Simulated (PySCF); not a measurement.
# Working out the ionisation energy of S+

S+ [Ne] 3s2 3p3 (4S) → S(2+) [Ne] 3s2 3p2 (3P). Computed with PySCF 2.14 in def2-TZVP (5s5p2d1f, 37 functions), with the non-relativistic Hamiltonian (point nucleus). Frozen: [Ne]. Energies in hartree (1 hartree = 27.21139 eV):

```
            part   S+ (lower)  S(2+) (upper)
             UHF  -397.162684    -396.327743
CCSD correlation    -0.107753      -0.087991
             (T)    -0.003492      -0.002103
```

Q: What does Hartree-Fock give?

A: (-396.327743) − (-397.162684) = 0.834941 hartree = 22.720 eV.

Q: What do CCSD and CCSD(T) give?

A: The CCSD correlation energies differ by 0.019762 hartree = 0.538 eV and the triples by 0.001389 hartree = 0.038 eV, so CCSD gives 23.258 eV and CCSD(T) 23.296 eV.

Reference: 23.338 eV (measured; NIST Atomic Spectra Database, ionization energies), between the lowest levels; spin-orbit coupling is absent from the calculation.

What remains against the reference includes basis incompleteness, the frozen core and higher excitations.
